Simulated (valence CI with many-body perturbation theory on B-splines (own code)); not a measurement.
## Which ion has this spectrum?

A relativistic CI+MBPT calculation for an atom or ion with 51 electrons gives these levels (cm⁻¹):

| J | Parity | E | g |
| --- | --- | --- | --- |
| 5/2 | odd | 0.0 | 0.47 |
| 7/2 | odd | 17388 | 0.87 |
| 5/2 | odd | 30520 | 1.08 |
| 9/2 | odd | 31373 | 1.06 |
| 3/2 | odd | 32184 | 0.94 |
| 1/2 | odd | 34577 | -0.49 |
| 11/2 | odd | 41994 | 1.16 |
| 7/2 | odd | 45364 | 1.30 |
| 13/2 | odd | 49765 | 1.19 |
| 15/2 | odd | 51265 | 1.11 |
| 9/2 | odd | 57907 | 1.35 |
| 5/2 | odd | 62776 | 0.98 |
| 15/2 | odd | 67819 | 1.05 |
| 11/2 | odd | 68876 | 1.34 |

The energies are calculated, and their last digits are not significant.

**Question.** Which is it?
A. Pt27+
B. Au28+
C. Ir26+
D. Tl30+

**Answer.** A. Pt27+, ground level 4f5 6H°_5/2.
